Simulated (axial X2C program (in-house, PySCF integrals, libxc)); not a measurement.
# Excited states of InBr by EOM-EE-CCSD

Computed with an in-house all-electron X2C program for linear molecules (integrals from PySCF): two-component X2C with atomic mean-field Coulomb and Gaunt terms, Gaussian nuclei, basis In dyall-acv3z, Br dyall-acv3z with contracted cores.

R = 2.569 Å (near the PBE0 minimum at charge 0 of the determinant lowest at the starting distance; the state shown can have its own minimum elsewhere).

Hartree–Fock spinors of InBr (one of each Kramers pair; a window near the gap, which can cut inner shells):

```json
{"ω": "3/2", "occupied": "yes", "ε (eV)": "-27.92", "character": "100% In d"}
{"ω": "1/2", "occupied": "yes", "ε (eV)": "-26.39", "character": "70% Br s, 18% In d, 5% In p"}
{"ω": "1/2", "occupied": "yes", "ε (eV)": "-13.16", "character": "58% Br p, 35% In s, 2% Br s"}
{"ω": "1/2", "occupied": "yes", "ε (eV)": "-10.78", "character": "87% Br p, 4% In f, 4% In d"}
{"ω": "3/2", "occupied": "yes", "ε (eV)": "-10.42", "character": "88% Br p, 4% In d, 4% In f"}
{"ω": "1/2", "occupied": "yes", "ε (eV)": "-9.00", "character": "39% In s, 31% Br p, 23% In p"}
{"ω": "1/2", "occupied": "no", "ε (eV)": "0.13", "character": "86% In p, 5% In d, 5% Br p"}
{"ω": "3/2", "occupied": "no", "ε (eV)": "0.20", "character": "87% In p, 5% In d, 4% Br p"}
{"ω": "1/2", "occupied": "no", "ε (eV)": "0.48", "character": "73% In p, 25% In s"}
{"ω": "1/2", "occupied": "no", "ε (eV)": "0.87", "character": "59% In s, 31% In p, 5% In d"}
{"ω": "1/2", "occupied": "no", "ε (eV)": "0.91", "character": "84% In p, 9% In s, 3% Br d"}
{"ω": "3/2", "occupied": "no", "ε (eV)": "0.97", "character": "92% In p, 4% Br d, 3% In d"}
```

Vertical excitation energies from the closed-shell determinant state of InBr:

```tsv
Ω	excitation (eV)	cm⁻¹	hole of the leading pair	particle of the leading pair	weight of the pair (for Ω = 0 its time-reversed partner can hold as much again)	singles weight
0⁻	3.076	24807	51% In sσ, 22% In pσ, 20% Br pσ	84% In pπ, 6% Br dπ	0.48	0.97
0⁺	3.081	24851	52% In sσ, 22% In pσ, 19% Br pσ	84% In pπ, 6% Br dπ	0.48	0.97
1	3.179	25641	50% In sσ, 22% In pσ, 21% Br pσ	84% In pπ, 6% Br dπ	0.55	0.97
2	3.297	26593	51% In sσ, 22% In pσ, 20% Br pσ	83% In pπ, 6% Br dπ	0.97	0.97
1	4.445	35855	37% Br pσ, 30% In sσ, 24% In pσ	81% In pπ, 9% Br dπ	0.52	0.93
1	5.002	40345	88% Br pπ	79% In pπ, 11% Br dπ, 7% Br pπ	0.80	0.91
0⁻	5.101	41144	35% In sσ, 34% Br pσ, 24% In pσ	56% In pσ, 17% In dσ, 9% Br sσ	0.20	0.93
2	5.102	41153	88% Br pπ	80% In pπ, 10% Br dπ, 6% Br pπ	0.90	0.91
1	5.158	41600	40% In sσ, 29% Br pσ, 23% In pσ	56% In pσ, 20% In dσ, 8% Br sσ	0.92	0.96
0⁻	5.177	41752	42% In sσ, 27% Br pσ, 23% In pσ	56% In pσ, 20% In dσ, 8% Br sσ	0.33	0.95
3	5.239	42255	88% Br pπ	80% In pπ, 11% Br dπ, 6% Br pπ	0.91	0.91
```

This point took 39 s on 1 thread of Intel(R) Xeon(R) Processor @ 2.30GHz, with other jobs on the host.

Reference electrons by ω block (each with its −ω partner): 1/2: 27, 3/2: 12, 5/2: 3. 10 electrons of InBr correlated (inner shells frozen), 88 natural virtual spinors (a truncated set); levels can be off by some tenths of an eV. Roots sought by Ω: (0: 5, 1: 4, 2: 3, 3: 1); rows need 60 % singles weight and stop where some Ω has no more roots. Missing are any skipped roots, higher Ω and states of a further excitation; these come out far too high here and may in truth be low or lowest. T1 of the reference 0.012 (Lee–Taylor). Number of frozen shells: In 4 s, 3 p, 2 d; Br 3 s, 2 p, 1 d.
